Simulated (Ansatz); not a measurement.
AlClH6OSi2. The species carries charge 0 and has multiplicity 1. The bonds changed during the relaxation, so this is another structure than the one it started from.

```xyz
11

O     1.3041   -1.5024    0.9758
Si    1.7711    0.0015    0.4918
Si   -0.1013    1.0713   -0.4272
Al   -2.2474    0.0232   -0.1861
Cl   -0.7104   -0.3297   -2.0481
H     0.3931   -1.6266    1.2505
H     2.2556    0.8354    1.6299
H     2.8838   -0.1788   -0.4727
H     0.1987    2.3373   -1.1512
H    -3.5726    0.6790   -0.7378
H    -2.1748   -1.3101    0.6751
```

(1) Give the diagnostics of a CCSD(T)/def2-TZVPP run (frozen core, Ansatz). (Best estimate.)

Results:

(1) The calculation gave: T1 = 0.0125, largest single amplitude 0.013, largest double 0.028, (T) share of the correlation energy 3.8 %, 10 CCSD cycles. The RHF solution is stable towards an unrestricted one. T1 lies under the customary mark of 0.02 for closed shells.
